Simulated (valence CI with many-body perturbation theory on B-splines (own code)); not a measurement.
## Forbidden lines of Dy⁵⁹⁺

Computed by relativistic CI+MBPT: five valence electrons over a frozen Dirac-Fock core [He], radial functions for each j: 11 s, 11 p, 10 d, 8 f, 5 g, 2 h, with the one-electron correlation potential Σ1 (screened to all orders), the two-electron term Σ2, the three-electron term Σ3, Breit, model QED; selected single and double excitations, second order for the rest, scaled by the run's own slope (own B-spline code, finite nucleus).

No measured spectrum was set against this ion. As an estimate, large intervals hold to a few tenths of a per cent, small ones and those within an open d or f shell to about a per cent. Among the levels kept, up to 7300 cm⁻¹ of a level comes from second order outside the variational space, and about a tenth of that is noise between levels of different J, which matters for small intervals.

Lines 1 to 50 of 94 in falling wavelength, among levels below 9713.5 eV, chosen from the decays that carry over 1 % of a level's rate. Wavelengths and rates use the calculated energies. Electric multipoles are in the length gauge, E1 and E2 with the static RPA response of the core. Weak lines are less certain than strong ones. Lines between different terms over intervals too small for the method are left out, as are lines whose strength nearly cancels.

Levels are named by their leading jj configuration (3d3/2^4 stands for four electrons in 3d with j = 3/2), which in mixed levels can hold well under half, so a name can repeat and another be missing. Letters in brackets count levels of one name in rising energy.

```
λ vac (Å)                               Upper                               Lower  Type   A (s⁻¹)  Branch %
    15.21          (2s^2 2p1/2 2p3/2^2) J=3/2          (2s^2 2p1/2^2 2p3/2) J=3/2    M1  5.20e+09      99.9
    15.18                (2s^2 2p3/2^3) J=3/2          (2s^2 2p1/2 2p3/2^2) J=1/2    M1  1.28e+09       7.1
    15.08          (2s^2 2p3/2^2 3d5/2) J=9/2  (2s^2 2p1/2 2p3/2 3d5/2) J=7/2 [b]    M1  1.25e+09       1.3
    14.80          (2s^2 2p1/2 2p3/2^2) J=5/2          (2s^2 2p1/2^2 2p3/2) J=3/2    M1  8.68e+08      97.8
    14.80          (2s^2 2p1/2 2p3/2^2) J=5/2          (2s^2 2p1/2^2 2p3/2) J=3/2    E2  1.93e+07       2.2
    14.67          (2s^2 2p3/2^2 3d5/2) J=9/2      (2s^2 2p1/2 2p3/2 3d5/2) J=9/2    M1  2.30e+09       2.3
    14.41                (2s^2 2p3/2^3) J=3/2          (2s^2 2p1/2 2p3/2^2) J=5/2    M1  1.48e+09       8.2
    14.34          (2s^2 2p3/2^2 3d5/2) J=9/2  (2s^2 2p1/2 2p3/2 3d5/2) J=7/2 [a]    M1  2.01e+09       2.1
    14.07          (2s^2 2p1/2 2p3/2^2) J=1/2          (2s^2 2p1/2^2 2p3/2) J=3/2    M1  3.01e+09      99.4
    14.04                (2s^2 2p3/2^3) J=3/2          (2s^2 2p1/2 2p3/2^2) J=3/2    M1  5.95e+09      33.0
    1.769  (2s^2 2p1/2 2p3/2 3p1/2) J=3/2 [a]          (2s^2 2p1/2 2p3/2^2) J=1/2    E2  1.38e+11      12.4
    1.765      (2s^2 2p1/2 2p3/2 3p1/2) J=5/2          (2s^2 2p1/2 2p3/2^2) J=1/2    E2  2.56e+11      17.3
    1.759      (2s^2 2p1/2 2p3/2 3p1/2) J=1/2          (2s^2 2p1/2 2p3/2^2) J=5/2    E2  2.84e+11      28.1
    1.757  (2s^2 2p1/2 2p3/2 3p1/2) J=3/2 [b]          (2s^2 2p1/2 2p3/2^2) J=1/2    E2  1.15e+11       4.0
    1.756          (2s^2 2p1/2^2 3p1/2) J=1/2          (2s^2 2p1/2^2 2p3/2) J=3/2    E2  1.35e+12      89.6
    1.756          (2s^2 2p1/2^2 3p1/2) J=1/2          (2s^2 2p1/2^2 2p3/2) J=3/2    M1  1.53e+10       1.0
    1.755      (2s^2 2p1/2 2p3/2 3p1/2) J=5/2          (2s^2 2p1/2 2p3/2^2) J=5/2    E2  7.66e+11      52.0
    1.754          (2s^2 2p3/2^2 3p1/2) J=3/2                (2s^2 2p3/2^3) J=3/2    E2  2.75e+11       9.1
    1.754      (2s^2 2p1/2 2p3/2 3p1/2) J=1/2          (2s^2 2p1/2 2p3/2^2) J=3/2    E2  4.25e+11      42.1
    1.754      (2s^2 2p1/2 2p3/2 3p1/2) J=1/2          (2s^2 2p1/2 2p3/2^2) J=3/2    M1  1.33e+10       1.3
    1.753          (2s^2 2p3/2^2 3p1/2) J=5/2                (2s^2 2p3/2^3) J=3/2    E2  9.31e+11      41.5
    1.752  (2s^2 2p1/2 2p3/2 3p1/2) J=3/2 [a]          (2s^2 2p1/2 2p3/2^2) J=3/2    E2  8.32e+11      74.7
    1.749      (2s^2 2p1/2 2p3/2 3p1/2) J=5/2          (2s^2 2p1/2 2p3/2^2) J=3/2    E2  1.90e+11      12.9
    1.746  (2s^2 2p1/2 2p3/2 3p1/2) J=3/2 [b]          (2s^2 2p1/2 2p3/2^2) J=5/2    E2  7.55e+11      26.1
    1.741  (2s^2 2p1/2 2p3/2 3p1/2) J=3/2 [b]          (2s^2 2p1/2 2p3/2^2) J=3/2    E2  4.73e+10       1.6
    1.740          (2s^2 2p3/2^2 3p1/2) J=1/2                (2s^2 2p3/2^3) J=3/2    E2  7.35e+11      32.9
    1.731          (2s^2 2p3/2^2 3d5/2) J=9/2            (2s 2p1/2 2p3/2^3) J=5/2    E2  3.75e+09       3.8
    1.710      (2s 2p1/2 2p3/2^2 3p3/2) J=9/2            (2s 2p1/2 2p3/2^3) J=5/2    E2  2.27e+11      10.0
    1.702      (2s 2p1/2^2 2p3/2 3p3/2) J=7/2          (2s 2p1/2^2 2p3/2^2) J=5/2    E2  4.39e+11       8.5
    1.701  (2s^2 2p1/2 2p3/2 3p3/2) J=3/2 [b]          (2s^2 2p1/2 2p3/2^2) J=1/2    E2  2.01e+11       1.4
    1.700  (2s^2 2p1/2 2p3/2 3p3/2) J=5/2 [b]          (2s^2 2p1/2 2p3/2^2) J=1/2    E2  2.68e+11      13.4
    1.700  (2s 2p1/2^2 2p3/2 3p3/2) J=1/2 [b]          (2s 2p1/2^2 2p3/2^2) J=3/2    E2  7.84e+11       5.7
    1.699  (2s^2 2p1/2 2p3/2 3p3/2) J=5/2 [a]          (2s^2 2p1/2 2p3/2^2) J=5/2    E2  1.05e+11       2.5
    1.698          (2s^2 2p3/2^2 3p3/2) J=7/2                (2s^2 2p3/2^3) J=3/2    E2  2.49e+11       4.0
    1.697  (2s^2 2p1/2 2p3/2 3p3/2) J=3/2 [a]          (2s^2 2p1/2 2p3/2^2) J=5/2    E2  2.53e+11       2.9
    1.696      (2s^2 2p1/2 2p3/2 3p3/2) J=7/2          (2s^2 2p1/2 2p3/2^2) J=5/2    E2  4.68e+11      26.9
    1.695          (2s^2 2p1/2^2 3p3/2) J=3/2          (2s^2 2p1/2^2 2p3/2) J=3/2    E2  6.71e+11      46.0
    1.694  (2s^2 2p1/2 2p3/2 3p3/2) J=5/2 [a]          (2s^2 2p1/2 2p3/2^2) J=3/2    E2  3.86e+11       9.2
    1.692  (2s^2 2p1/2 2p3/2 3p3/2) J=3/2 [a]          (2s^2 2p1/2 2p3/2^2) J=3/2    E2  1.21e+11       1.4
    1.692  (2s 2p1/2 2p3/2^2 3p3/2) J=1/2 [b]            (2s 2p1/2 2p3/2^3) J=5/2    E2  1.49e+11       1.3
    1.691      (2s^2 2p1/2 2p3/2 3p3/2) J=7/2          (2s^2 2p1/2 2p3/2^2) J=3/2    E2  5.36e+10       3.1
    1.688      (2s^2 2p3/2^2 3p3/2) J=3/2 [a]                (2s^2 2p3/2^3) J=3/2    E2  8.48e+11       5.8
    1.685  (2s^2 2p1/2 2p3/2 3p3/2) J=1/2 [b]          (2s^2 2p1/2 2p3/2^2) J=5/2    E2  9.24e+11       9.3
    1.680  (2s^2 2p1/2 2p3/2 3p3/2) J=1/2 [b]          (2s^2 2p1/2 2p3/2^2) J=3/2    E2  3.63e+11       3.7
    1.679  (2s 2p1/2^2 2p3/2 3p3/2) J=1/2 [b]          (2s 2p1/2^2 2p3/2^2) J=5/2    E2  2.46e+11       1.8
    1.675  (2s 2p1/2 2p3/2^2 3d5/2) J=9/2 [b]            (2s 2p1/2 2p3/2^3) J=5/2    M2  4.30e+10       1.6
    1.669      (2s 2p1/2^2 2p3/2 3d5/2) J=9/2          (2s 2p1/2^2 2p3/2^2) J=5/2    M2  2.85e+10      33.4
    1.669      (2s 2p1/2^2 2p3/2 3d5/2) J=9/2          (2s 2p1/2^2 2p3/2^2) J=5/2    E3  1.68e+09       2.0
    1.664          (2s^2 2p3/2^2 3d5/2) J=7/2                (2s^2 2p3/2^3) J=3/2    M2  4.85e+10       2.3
    1.664          (2s^2 2p3/2^2 3d5/2) J=9/2                (2s^2 2p3/2^3) J=3/2    E3  1.17e+09       1.2
```
